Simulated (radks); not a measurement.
Ionisation ladder of thulium, from Tm24+ to Tm51+ (ions without a valid solution omitted). Each ion is in the ground configuration listed by NIST, and IE = E(next ion) - E(this ion). Method: scalar-relativistic Kohn-Sham, SCAN, spin-polarised, spherical densities, finite nucleus; open shells are filled with parallel spins first (spin-orbit coupling, left out, can overturn this in heavy ions); meta-GGA in the generalised Kohn-Sham scheme; Fermi nuclear charge, rms radius 5.2256 fm; computed with a radial shooting solver on a logarithmic mesh with Libxc functionals.

Tm24+: configuration [Kr] 4d9; E (hartree) -13324.5054; IE, Delta-SCF (eV) 873.94; -e(HOMO) (eV) 853.03; HOMO 4d down; <r> HOMO (bohr) 0.502; IE, NIST (eV) 866; kind theory; error (eV) +7.9
Tm25+: configuration [Kr] 4d8; E (hartree) -13292.3886; IE, Delta-SCF (eV) 916.87; -e(HOMO) (eV) 895.81; HOMO 4d down; <r> HOMO (bohr) 0.498; IE, NIST (eV) 911; kind theory; error (eV) +5.9
Tm26+: configuration [Kr] 4d7; E (hartree) -13258.6944; IE, Delta-SCF (eV) 960.17; -e(HOMO) (eV) 938.95; HOMO 4d down; <r> HOMO (bohr) 0.493; IE, NIST (eV) 958; kind theory; error (eV) +2.2
Tm27+: configuration [Kr] 4d6; E (hartree) -13223.4086; IE, Delta-SCF (eV) 1003.7; -e(HOMO) (eV) 982.39; HOMO 4d down; <r> HOMO (bohr) 0.489; IE, NIST (eV) 1004; kind theory; error (eV) -0.3
Tm28+: configuration [Kr] 4d5; E (hartree) -13186.5219; IE, Delta-SCF (eV) 1063.8; -e(HOMO) (eV) 1041.5; HOMO 4d up; <r> HOMO (bohr) 0.483; IE, NIST (eV) 1050; kind theory; error (eV) +13.8
Tm29+: configuration [Kr] 4d4; E (hartree) -13147.4288; IE, Delta-SCF (eV) 1109.6; -e(HOMO) (eV) 1087.1; HOMO 4d up; <r> HOMO (bohr) 0.479; IE, NIST (eV) 1110; kind theory; error (eV) -0.4
Tm30+: configuration [Kr] 4d3; E (hartree) -13106.6516; IE, Delta-SCF (eV) 1155.8; -e(HOMO) (eV) 1133.2; HOMO 4d up; <r> HOMO (bohr) 0.475; IE, NIST (eV) 1157; kind theory; error (eV) -1.2
Tm31+: configuration [Kr] 4d2; E (hartree) -13064.1767; IE, Delta-SCF (eV) 1202.3; -e(HOMO) (eV) 1179.6; HOMO 4d up; <r> HOMO (bohr) 0.471; IE, NIST (eV) 1207; kind theory; error (eV) -4.7
Tm32+: configuration [Kr] 4d1; E (hartree) -13019.9915; IE, Delta-SCF (eV) 1249.1; -e(HOMO) (eV) 1226.2; HOMO 4d up; <r> HOMO (bohr) 0.467; IE, NIST (eV) 1255; kind theory; error (eV) -5.9
Tm33+: configuration [Kr]; E (hartree) -12974.0886; IE, Delta-SCF (eV) 1465.0; -e(HOMO) (eV) 1442.4; HOMO 4p; <r> HOMO (bohr) 0.462; IE, NIST (eV) 1442; kind theory; error (eV) +23.0
Tm34+: configuration [Ar] 3d10 4s2 4p5; E (hartree) -12920.2506; IE, Delta-SCF (eV) 1511.3; -e(HOMO) (eV) 1489.0; HOMO 4p down; <r> HOMO (bohr) 0.459; IE, NIST (eV) 1490; kind theory; error (eV) +21.3
Tm41+: configuration [Ar] 3d10; E (hartree) -12482.1789; IE, Delta-SCF (eV) 3322.7; -e(HOMO) (eV) 3267.8; HOMO 3d; <r> HOMO (bohr) 0.194; IE, NIST (eV) 3298; kind theory; error (eV) +24.7
Tm42+: configuration [Ar] 3d9; E (hartree) -12360.0738; IE, Delta-SCF (eV) 3436.0; -e(HOMO) (eV) 3380.8; HOMO 3d down; <r> HOMO (bohr) 0.192; IE, NIST (eV) 3409; kind theory; error (eV) +27.0
Tm43+: configuration [Ar] 3d8; E (hartree) -12233.8024; IE, Delta-SCF (eV) 3550.0; -e(HOMO) (eV) 3494.5; HOMO 3d down; <r> HOMO (bohr) 0.190; IE, NIST (eV) 3528; kind theory; error (eV) +22.0
Tm44+: configuration [Ar] 3d7; E (hartree) -12103.3413; IE, Delta-SCF (eV) 3664.5; -e(HOMO) (eV) 3608.8; HOMO 3d down; <r> HOMO (bohr) 0.189; IE, NIST (eV) 3653; kind theory; error (eV) +11.5
Tm45+: configuration [Ar] 3d6; E (hartree) -11968.6728; IE, Delta-SCF (eV) 3779.3; -e(HOMO) (eV) 3723.5; HOMO 3d down; <r> HOMO (bohr) 0.188; IE, NIST (eV) 3775; kind theory; error (eV) +4.3
Tm46+: configuration [Ar] 3d5; E (hartree) -11829.7849; IE, Delta-SCF (eV) 3940.3; -e(HOMO) (eV) 3881.6; HOMO 3d up; <r> HOMO (bohr) 0.185; IE, NIST (eV) 3895; kind theory; error (eV) +45.3
Tm47+: configuration [Ar] 3d4; E (hartree) -11684.9804; IE, Delta-SCF (eV) 4061.7; -e(HOMO) (eV) 4002.6; HOMO 3d up; <r> HOMO (bohr) 0.184; IE, NIST (eV) 4075; kind theory; error (eV) -13.3
Tm48+: configuration [Ar] 3d3; E (hartree) -11535.7153; IE, Delta-SCF (eV) 4183.7; -e(HOMO) (eV) 4124.3; HOMO 3d up; <r> HOMO (bohr) 0.182; IE, NIST (eV) 4199; kind theory; error (eV) -15.3
Tm49+: configuration [Ar] 3d2; E (hartree) -11381.9679; IE, Delta-SCF (eV) 4306.0; -e(HOMO) (eV) 4246.5; HOMO 3d up; <r> HOMO (bohr) 0.181; IE, NIST (eV) 4335; kind theory; error (eV) -29.0
Tm50+: configuration [Ar] 3d1; E (hartree) -11223.7247; IE, Delta-SCF (eV) 4428.6; -e(HOMO) (eV) 4369.0; HOMO 3d up; <r> HOMO (bohr) 0.180; IE, NIST (eV) 4461; kind theory; error (eV) -32.4
Tm51+: configuration [Ar]; E (hartree) -11060.9780; IE, Delta-SCF (eV) 4896.2; -e(HOMO) (eV) 4844.9; HOMO 3p; <r> HOMO (bohr) 0.202; IE, NIST (eV) 4812; kind theory; error (eV) +84.2

Reference values: NIST Atomic Spectra Database (exp. = measured, semi-emp. = semi-empirical, theory = theoretical value adopted there). The ionisation energy per charge of the ion left behind rises most, in proportion, at Tm41+ ([Ar] 3d10), from 43.180 to 79.111 eV. Open shells are spherical and high-spin; term and fine-structure splittings are not resolved. Spin-orbit splitting is averaged out at the scalar-relativistic level.
